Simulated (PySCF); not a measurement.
SMILES C1[CH]CCO1 (C₄H₇O), doublet at its PBE0/def2-SVP optimised geometry (Å):

```
12

C     -0.3123     1.1260     0.0000
C     -0.7854    -0.2813    -0.0929
C      0.5003    -1.0357     0.2617
O      1.5540    -0.2191    -0.1907
C      1.1781     1.1260     0.0000
H     -0.9390     2.0185     0.0000
H     -1.6264    -0.5162     0.5811
H     -1.1213    -0.5321    -1.1200
H      0.5936    -2.0185    -0.2233
H      0.5596    -1.1875     1.3596
H      1.6264     1.7356    -0.8077
H      1.5872     1.5261     0.9571
```

Calculation: unrestricted PBE0/def2-TZVP (PySCF). Cells within 0.4 Å of a nucleus heavier than hydrogen are left out (blank, or x).

Map of the log10 of the electron density (e/bohr³), floored at −4 on the plane z = 0.0 Å:

```
|00000000000000000000000000000|
|00000000000000000000000000000|
|00000000000000000000000000000|
|00000000011111000000000000000|
|00000000123332211111110000000|
|00000001234444332333321000000|
|00000002345665544444432100000|
|00000012457877655566543210000|
|00000013467988776777654310000|
|00000013467898888888764310000|
|000000124578xxx88xx8764310000|
|000000134568xxx88xx8764310000|
|00000123457889888888765320000|
|00000134567888777899875421000|
|00001235678xx87778xx986431000|
|00001245788xx88889xx986431000|
|000012456788x8888999976431000|
|000012356777888xx888765321000|
|0000013455667789x876554210000|
|00000123344556789865432100000|
|00000011233446788865321000000|
|00000000112245678764310000000|
|00000000001134566653210000000|
|00000000000123444432100000000|
|00000000000012233321000000000|
|00000000000000111110000000000|
|00000000000000000000000000000|
|00000000000000000000000000000|
|00000000000000000000000000000|
```
Scale: ten equal steps from -4.00 (start of '0') to -0.178 (end of '9'), in the order '0123456789'; x runs from -4.50 to 4.50, y from -4.50 (bottom) to 4.50 (top).
